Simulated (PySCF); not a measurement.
**Correlation energy of Si (silicon, neutral)**

[Ne] 3s2 3p1 4s1, high-spin 3P determinant (an excited configuration). Computed with PySCF 2.14 in aug-cc-pV(T+d)Z with one added diffuse shell each of s, p, d, f type (7s6p5d3f, 71 functions), with the non-relativistic Hamiltonian (point nucleus). Frozen: [Ne]; 4 electrons correlated.

MP2 pair energies summed by pair of shells (mhartree):

```json
{"pair": "3s-3s", "energy": "-22.86", "share (%)": "47.8"}
{"pair": "3s-3p", "energy": "-18.39", "share (%)": "38.5"}
{"pair": "3s-4s", "energy": "-4.60", "share (%)": "9.6"}
{"pair": "3p-4s", "energy": "-1.96", "share (%)": "4.1"}
```

Total MP2 correlation energy: -47.81 mhartree.

Same-spin part -5.93 and opposite-spin part -41.88 mhartree; SCS-MP2 scales them by 1/3 and 6/5 to -52.23 mhartree.
